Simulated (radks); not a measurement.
The silicon ion Si+, configuration [Ne] 3s2 4s1 (not the ground configuration). All-electron calculation, scalar-relativistic Kohn-Sham, LDA (Slater exchange, Perdew-Wang correlation), spin-polarised, spherical densities, finite nucleus; open shells are filled with parallel spins first; Fermi nuclear charge, rms radius 3.1224 fm. Program: a radial shooting solver on a logarithmic mesh with Libxc functionals.

Normalised radial functions P(r) = r R(r), r in bohr:

```
   r/bohr * 2p up, o 3s down (the largest magnitude, 1.29, reaches the edge; | marks zero, & curves that meet)
  0.01361                             * o
  0.01772                             |*o
  0.02326                             |* o
  0.03028                             |* o
  0.03943                             | * o
  0.05176                             |  *o
  0.06739                             |   o*
  0.08775                             |  o    *
   0.1152                             | o        *
     0.15                             o              *
   0.1953                          o  |                   *
   0.2563                       o     |                       *
   0.3338                     o       |                          *
   0.4381                     o       |                          *
   0.5705                        o    |                       *
   0.7429                             |o                 *
   0.9751                             |       o   *
     1.27                             |     *       o
    1.653                             |  *            o
     2.17                             |*             o
    2.826                             *         o
     3.68                             *    o
     4.83                             * o
    6.289                             &
    8.255                             &
    10.75                             &
       14                             &
```

2p up: eigenvalue -110.75 eV, 0 radial nodes, <r> = 0.537 bohr, 90 % of the charge inside 0.904 bohr. 3s down: eigenvalue -22.798 eV, 2 radial nodes at r = 0.149, 0.717 bohr, <r> = 1.97 bohr, 90 % of the charge inside 2.95 bohr.
